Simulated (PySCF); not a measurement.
C4H5BS2.
SMILES: `C#CB1SCCS1`

Method used: TDDFT wB97X-D/def2-SVPD, vertical, gas phase, core orbitals frozen in the response in PySCF. Geometry: GFN2-xTB, one conformer, isolated molecule.

Computed states:

```tsv
state	E (eV)	f
S1	4.89	0.093
S2	4.98	0.0012
S3	5.52	0.138
S4	5.74	0.0011
S5	6.26	0.0013
S6	6.55	0.0034
S7	6.57	0.0070
S8	6.71	0.0006
```

Broadening: Gaussians 0.4 eV wide at half height, area fixed by f = 4.319×10⁻⁹ ∫ε dν̃. The width is an assumption, not a result. The curve ends short of the highest state used, and states not computed would add to its high-energy end.

(1) Give the broadened spectrum and its maxima.

(2) Coming from long wavelengths, where does ε first pass 100 L mol⁻¹ cm⁻¹?

(3) On this curve, what absorbance would a 10⁻⁵ mol/L sample give at 266 nm over a 1 cm path?

## Answers

(1) 
```
E (eV)  ε (L mol⁻¹ cm⁻¹)
  4.29                12
  4.33                28
  4.37                59
  4.42               138
  4.46               258
  4.50               455
  4.54               759
  4.59              1331
  4.63              1961
  4.67              2733
  4.71              3605
  4.75              4499
  4.80              5490
  4.84              6051
  4.88              6313
  4.92              6239
  4.97              5710
  5.01              5038
  5.05              4278
  5.09              3569
  5.14              2951
  5.18              2794
  5.22              3000
  5.26              3578
  5.31              4752
  5.35              5924
  5.39              7138
  5.43              8213
  5.47              8978
  5.52              9306
  5.56              9007
  5.60              8254
  5.64              7161
  5.69              5554
  5.73              4264
  5.77              3103
  5.81              2142
  5.86              1256
  5.90               778
  5.94               465
  5.98               275
  6.03               154
  6.07               115
  6.11               107
```

Maxima: 253 nm (4.89 eV), ε about 6300, made up of S1 (99%); 225 nm (5.52 eV), ε about 9300, made up of S3 (100%) (ε in L mol⁻¹ cm⁻¹; maxima over ε = 5, shares over 10%). At its high-energy end, 6.11 eV, the curve is still rising (ε about 110, from S3, S5 and S7).

(2) At about 282 nm (4.40 eV), 0.49 eV below S1.

(3) 266 nm is 4.661 eV, where ε is about 2600 L mol⁻¹ cm⁻¹, so A = ε c l ≈ 0.026 (Beer–Lambert, with the gas-phase spectrum and the assumed width).
